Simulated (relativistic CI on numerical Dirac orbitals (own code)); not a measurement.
Transition arrays of Yb²⁷⁺

Method of calculation: Dirac-Coulomb-Breit CI, separate exchange-only KLI orbitals for each configuration, model QED (radiative potential, 1s self-energy scaled to tabulated hydrogen-like ionisation energies), valence Slater integrals scaled by 0.9, whole transition arrays (own radial code, finite nucleus).

Configurations in the expansion (outside the closed core [Ar] 3d10 4s2): 4p6 4d7, 4p6 4d6 4f, 4p5 4d8, 4p6 4d6 5p, 4p6 4d6 5f. Levels of other configurations are missing.

All E1 lines from the levels of 4p6 4d7; mean and standard deviation are weighted by gf, and upper levels are sorted by their leading configuration.

| Upper configuration | Lines | Σgf | Mean (eV) | Mean (nm) | σ (eV) | Strongest line (nm) |
| --- | --- | --- | --- | --- | --- | --- |
| 4p6 4d6 4f | 2904 | 554.7 | 217.44 | 5.702 | 9.18 | 5.614 |
| 4p5 4d8 | 387 | 156.2 | 230.49 | 5.379 | 16.32 | 5.259 |
| 4p6 4d6 5p | 1718 | 81.3 | 377.25 | 3.286 | 7.00 | 3.274 |
| 4p6 4d6 5f | 2825 | 202.5 | 528.29 | 2.347 | 6.49 | 2.314 |

Σgf per state of the lower configuration in bins of 0.1 nm over the central range (centre: value): 2.35: 1.64, 3.15: 0.05, 3.25: 0.38, 3.35: 0.23, 5.05: 0.03, 5.15: 0.26, 5.25: 0.43, 5.35: 0.37, 5.45: 0.27, 5.55: 0.20, 5.65: 3.20, 5.75: 0.62, 5.85: 0.13, 5.95: 0.05, 6.25: 0.04, 6.35: 0.03.

(1) How do configuration mixing and the scaling of the Slater integrals move the arrays?

## Answers

(1) Slater scale 0.9, no configuration mixing: 4p6 4d6 4f 212.8 ± 8.5 eV (Σgf 515.9), 4p5 4d8 194.9 ± 25.8 eV (Σgf 150.3), 4p6 4d6 5p 377.5 ± 7.0 eV (Σgf 91.5), 4p6 4d6 5f 528.3 ± 6.5 eV (Σgf 202.1); Slater scale 1: 4p6 4d6 4f 220.8 ± 9.3 eV (Σgf 545.4), 4p5 4d8 234.5 ± 14.9 eV (Σgf 178.6), 4p6 4d6 5p 377.3 ± 7.2 eV (Σgf 80.1), 4p6 4d6 5f 528.4 ± 6.7 eV (Σgf 202.8); Slater scale 0.8: 4p6 4d6 4f 212.9 ± 8.9 eV (Σgf 536.5), 4p5 4d8 228.4 ± 14.7 eV (Σgf 161.3), 4p6 4d6 5p 377.2 ± 6.8 eV (Σgf 82.6), 4p6 4d6 5f 528.2 ± 6.3 eV (Σgf 202.3). With mixing, levels are counted to their leading configuration, so an array can shrink or vanish into another, and the sums then hold other lines.
